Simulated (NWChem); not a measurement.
System: BeNH3; SMILES [BeH][NH2]

```xyz
5

Be    -0.0010    -0.9433     0.0000
H     -0.0037    -2.2789     0.0000
N     -0.0002     0.5607     0.0000
H     -0.0002     1.1528    -0.8246
H     -0.0002     1.1528     0.8246
```
Atoms are numbered in this order, from 1.

Level: PBE0/def2-SVP (NWChem); excitation at 532 nm, off resonance, unscaled harmonic frequencies. The geometry was optimised at PBE0/def2-SVP.

### Question
Give the Raman lines with relative activities.

### Answer
| wavenumber (cm⁻¹) | relative intensity |
|---|---|
| 461 | 0.6 |
| 573 | 1.8 |
| 719 | 0.7 |
| 1101 | 24 |
| 1534 | 6.0 |
| 2190 | 72 |
| 3617 | 100 |
| 3696 | 56 |
